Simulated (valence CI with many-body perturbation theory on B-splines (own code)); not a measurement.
Results of a calculation; reference values are marked as such.
## Br²²⁺: what the settings do

Method: valence CI with perturbative core correlation (CI+MBPT): three valence electrons over a frozen Dirac-Fock core [Ne], radial functions for each j: 6 s, 6 p, 5 d, 3 f, 1 g, with the one-electron correlation potential Σ1 (screened to all orders), the two-electron term Σ2, the three-electron term Σ3, Breit, model QED; selected single and double excitations, second order for the rest (own B-spline code, finite nucleus).

No measured levels were compared; by estimate levels of excited configurations hold to 0.05 to 0.15 % of their energy, terms of the ground configuration to about 0.5 %.

The reference run has the lowest level 3s2 3p 2P°_1/2 and an ionisation energy of 970.803 eV. Its largest variational space holds 2876 state functions.

Names give the largest LS component (configuration and term), which can be under half, so a name can repeat, a term be missing and a line seem to break the LS rules; names also repeat where a configuration has a term twice.

Changed runs:
A. core polarisation of operators on → off
B. Breit term on → off
C. factor on the speed of light 1 → 100; QED terms on → off
D. correlating orbitals by l 3 3 3 2 1 → 2 2 1 1 0; natural orbitals for correlation on → off (bad on purpose)

Excitation energies of the reference run in cm⁻¹, and shifts in cm⁻¹:

```tsv
Level	Reference	A	B	C	D
3s2 3p 2P°_3/2	84878	0	+1781	-84870	-20
3s 3p2 4P_1/2	391396	0	-1301	-60669	-961
3s 3p2 4P_3/2	435578	0	-127	-104849	-1155
3s 3p2 4P_5/2	468789	0	+657	-138055	-940
3s 3p2 2D_3/2	546327	0	+551	-117370	+195
3s 3p2 2D_5/2	571913	0	+1672	-142955	-77
3s 3p2 2P_1/2	624829	0	-542		+1423
3s 3p2 2S_1/2	709361	0	+1187		+1603
3s 3p2 2P_3/2	720411	0	+1348	-159019	+1257
3s2 3d 2D_3/2	801031	0	+2687	-98982	+1876
3s2 3d 2D_5/2	812528	0	+3650	-110477	+1808
3p3 2D°_3/2	996912	0	-1055	-150990	-194
Ionisation energy (eV)	970.803	0	+0.592	-12.279	-0.156
```

A blank means that the level has no clear partner in that run.

No effect on these energies: A.
